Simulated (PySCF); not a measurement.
## Converging SnBr in the basis (HF)

PySCF, UHF reference; doublet, unpaired electrons π ↑; De to Sn + Br without counterpoise correction.

```csv
basis,relativity,functions,Re (Å),ωe (cm⁻¹),De (eV),μ (D)
cc-pVDZ-PP,scalar-relativistic core potentials,46,2.561,237,2.18,-3.42
def2-SVP,scalar-relativistic core potentials,58,2.563,241,2.23,-3.28
def2-TZVPP,scalar-relativistic core potentials,98,2.542,239,2.32,-3.05
def2-TZVPPD,scalar-relativistic core potentials,113,2.543,238,2.33,-3.03
```

(1) How does each smaller set differ from the one with most functions, def2-TZVPPD?

A positive dipole means Sn(−)Br(+). Spin–orbit coupling is left out, which matters for elements this heavy, above all for dissociation energies. Hartree–Fock leaves out correlation, which carries a large part of most bond energies and some tenths to 1 eV of ionisation energies. The state was picked by a PBE0 search and need not be the measured ground state.

## Answers

(1) cc-pVDZ-PP: +1.8 pm, -0.4 % in ωe, -0.15 eV in De; def2-SVP: +2.0 pm, +1.3 % in ωe, -0.10 eV in De; def2-TZVPP: -0.1 pm, +0.4 % in ωe, -0.01 eV in De. All at HF; the set with most functions is neither the basis-set limit nor always the best.
